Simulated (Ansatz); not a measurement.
Ansatz (a program for electronic structure) input (wB97X/def2-TZVPD):

Ansatz 0.2 input:
```yaml
crystal:
  periodic: [false, false, false]
  atoms:
    - {symbol: S, position_ang: [-0.05714061, -0.00577212, -0.46752045]}
    - {symbol: O, position_ang: [-0.03762095, -0.03658929, 1.03750798]}
    - {symbol: H, position_ang: [1.21521742, 0.38506813, -0.81973662]}
basis:
  gaussian:
    orbitals: def2-TZVPD
hamiltonian:
  xc: {name: wB97X}
total_charge: -1
```

End of the output:

```
integrals: 0.03 GiB planned
531 factors; their error is unknown
integrals: 0.06 GiB planned
146 factors; integrals over basis functions are off by at most 2.7e-5 eV
mean field: 0.28 GiB planned
mean field evaluation 1: about -12897.6621 eV, gradient 2.4e1 eV
mean field evaluation 2: about -12898.5017 eV, gradient 1.6e1 eV
mean field evaluation 4: about -12898.9051 eV, gradient 1.5e0 eV
mean field evaluation 8: about -12898.9316 eV, gradient 2.7e-2 eV
mean field evaluation 16: about -12898.9316 eV, gradient 7.3e-5 eV
mean field -12898.93163058 eV, -474.0269942141 hartree, gradient 7.3e-5 eV, S^2 0.000000; 0 other end points of the search recorded, 0 dependent functions left out
reference -12898.93159320 eV, -474.0269928402 hartree; 13, 13 occupied and 82, 82 virtual orbitals, 531 factors
Total energy: -12898.93159320 eV, -474.0269928402 hartree
```

This state (charge -1, singlet) is run at the relaxed geometry of the species with charge 0 and multiplicity 2.
